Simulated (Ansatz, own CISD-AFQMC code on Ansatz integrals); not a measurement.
C2H5B, SMILES `B1CC1` (charge 0, multiplicity 1).

Cartesian coordinates (Å):
SMILES: B1CC1
```xyz
8

B      0.7282     0.6909    -0.0241
C     -0.7556     0.3499     0.0370
C      0.3087    -0.7739    -0.0222
H      1.5840     1.5029    -0.0525
H     -1.3840     0.4951    -0.8365
H     -1.3052     0.4748     0.9651
H      0.4513    -1.3799     0.8674
H      0.3726    -1.3597    -0.9342
```
Charge 0, multiplicity 1.

Frozen-core correlation energies in cc-pVDZ at a geometry from B3LYP-D3(BJ)/def2-TZVP, on an HF energy of -103.27030 Ha (<S^2> = 0.00). Wave-function levels are from Ansatz, the walk from an own CISD-AFQMC code on Ansatz integrals (time step 0.005/Ha, trial state from CCSD amplitudes, largest double 0.03).

```tsv
level	correlation energy (mHa)
MP2	-356.0
CCSD	-394.4
CCSD(T)	-406.3
```

**Question.** What correlation energy does phaseless AFQMC give, and where does it lie among these levels?

**Answer.** -408.0 ± 0.3 mHa (one standard error). AFQMC minus each level: MP2 -52.1 mHa, CCSD -13.6 mHa, CCSD(T) -1.7 mHa.
